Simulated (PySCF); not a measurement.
A structure optimised at PBE-D3(BJ)/def2-SVP, used in a PySCF frequency run:

```
B
F 1 1.3258
C 1 1.5498 2 133.39
N 3 1.3133 1 88.99 2 131.19
H 3 1.1040 4 122.76 1 169.47
C 4 1.5089 3 98.65 5 -171.32
F 6 1.3676 4 113.59 3 -136.84
H 6 1.1100 7 109.43 4 121.41
```
Charge 0, spin multiplicity 1.

Q: Write its SMILES and formula.

A: FB1C=N[C@H]1F, C2H2BF2N

Q: What are its rotational constants (standard atomic weights)?

A: 5.1662, 3.8195, 2.3557 GHz
